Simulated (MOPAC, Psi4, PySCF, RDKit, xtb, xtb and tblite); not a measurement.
Two geometries of C11H14, SMILES C=Cc1ccc(C(C)C)cc1, relaxed at GFN2-xTB with one dihedral held; other torsions can differ between them too.

Structure A

```
25

C     -4.2238    -0.6973    -0.4754
C     -3.4287    -0.8607     0.5690
C     -1.9818    -0.6101     0.5327
C     -1.4133     0.3419     1.3738
C     -0.0636     0.6257     1.3070
C      0.7615    -0.0299     0.3999
C      2.2386     0.2691     0.3269
C      2.9277    -0.0698     1.6505
C      2.4811     1.7317    -0.0519
C      0.1895    -0.9732    -0.4436
C     -1.1632    -1.2536    -0.3885
H     -3.8333    -0.4162    -1.4399
H     -5.2877    -0.8536    -0.4149
H     -3.8430    -1.1074     1.5396
H     -2.0393     0.8627     2.0850
H      0.3494     1.3713     1.9705
H      2.6754    -0.3620    -0.4556
H      4.0010     0.0878     1.5678
H      2.7494    -1.1100     1.9147
H      2.5501     0.5573     2.4544
H      3.5468     1.9198    -0.1642
H      1.9867     1.9663    -0.9922
H      2.0944     2.3991     0.7142
H      0.8112    -1.4938    -1.1590
H     -1.5918    -1.9892    -1.0540
```

Structure B

```
25

C     -4.2911    -0.7734    -0.4476
C     -3.4280    -0.8164     0.5596
C     -2.0049    -0.5062     0.4852
C     -1.4508     0.2535    -0.5450
C     -0.0983     0.5240    -0.5777
C      0.7544     0.0497     0.4135
C      2.2338     0.3422     0.3820
C      2.4916     1.8475     0.4802
C      2.8778    -0.2371    -0.8794
C      0.2030    -0.6985     1.4459
C     -1.1511    -0.9660     1.4871
H     -4.0021    -0.4887    -1.4450
H     -5.3279    -1.0297    -0.3115
H     -3.7707    -1.1415     1.5349
H     -2.0886     0.6478    -1.3217
H      0.2979     1.1184    -1.3882
H      2.6950    -0.1396     1.2518
H      3.5608     2.0448     0.5183
H      2.0320     2.2525     1.3793
H      2.0773     2.3674    -0.3801
H      3.9536    -0.0761    -0.8606
H      2.6884    -1.3065    -0.9444
H      2.4762     0.2367    -1.7716
H      0.8437    -1.0736     2.2323
H     -1.5562    -1.5496     2.3024
```

Problem. Which is lower in energy at the level B3LYP-D3(BJ)/def2-SVP // GFN2-xTB in Psi4 1.11, and by how much?

Solution. B is lower, by 12.10 kJ/mol (dihedral C1–C2–C3–C4: 120° in A, 20° in B).

E(B) − E(A) in kJ/mol at the other levels, on the same two geometries: GFN2-xTB (xtb and tblite) -7.75; MMFF94 // GFN2-xTB (RDKit) -1.82; B3LYP/def2-SVP // GFN2-xTB (Psi4) -12.07; PBE/def2-SVP // GFN2-xTB (Psi4) -12.99; PBE-D3(BJ)/def2-SVP // GFN2-xTB (Psi4) -12.98; UFF // GFN2-xTB (RDKit) -10.40; AM1, restricted, heats of formation // GFN2-xTB (MOPAC) -4.75; PM3, restricted, heats of formation // GFN2-xTB (MOPAC) -2.85; GFN1-xTB // GFN2-xTB (xtb) -7.53; restricted B3LYP/6-31G*, spherical d, density fitting // GFN2-xTB (PySCF) -11.26; restricted Hartree-Fock/LANL2DZ, density fitting // GFN2-xTB (PySCF) -9.92; restricted Hartree-Fock/6-31G*, spherical d, density fitting // GFN2-xTB (PySCF) -6.73; restricted M06-2X/6-31G*, spherical d, density fitting // GFN2-xTB (PySCF) -9.21.
